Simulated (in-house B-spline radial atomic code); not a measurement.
## Ionising Br8+ with different functionals

Computed with a B-spline radial code for spherical atoms: non-relativistic Hamiltonian, point nucleus, spin-polarised at highest spin, spherical fractional occupations for the functionals, and exact exchange of hybrids averaged over the configuration. The ionisation energy is the difference of two self-consistent energies, [Ar] 3d9 → [Ar] 3d8, without Breit or QED terms; ε is the level of the shell that loses the electron (its least bound occupied spin orbital). There is no spin-orbit coupling in this Hamiltonian.

```tsv
method	rung	ΔSCF (eV)	-ε(3d) (eV)
PBE0	global hybrid	228.29	215.96
B3LYP	global hybrid	?	?
TPSSh	global hybrid	228.18	212.70
M06-2X	global hybrid	228.15	221.90
BHandHLYP	global hybrid	228.09	221.07
r2SCAN0	global hybrid	228.70	216.53
B97-1	global hybrid	228.33	215.14
HSE06	range-separated hybrid	228.19	215.45
wB97X	range-separated hybrid	227.94	217.45
CAM-B3LYP	range-separated hybrid	228.31	216.99
LC-wPBE	range-separated hybrid	?	?
```

(1) What does B3LYP give?

(2) What does LC-wPBE give?

(3) Among the functionals, which spreads more, the ΔSCF values or the orbital energies?

(4) How do they compare with the NIST value?

Answers

(1) ΔSCF 228.39 eV, and -ε(3d) = 215.00 eV.

(2) ΔSCF 228.26 eV, and -ε(3d) = 216.55 eV.

(3) The orbital energies: ΔSCF values span about 0.76 eV and the orbital energies 9.20 eV; here energy differences depend much less on the functional than eigenvalues do.

(4) NIST lists 224 eV ± 2.2 (tabulated theory, ground level to ground level). Errors run from +3.94 to +4.70 eV. The correlated functionals all miss on the same side by more than they spread, so the cause is common to them (relativity, Breit-QED terms, multiplet and fine-structure energies, or a listed next ion that isn't the cheapest removal here) and closeness doesn't rank the functionals.
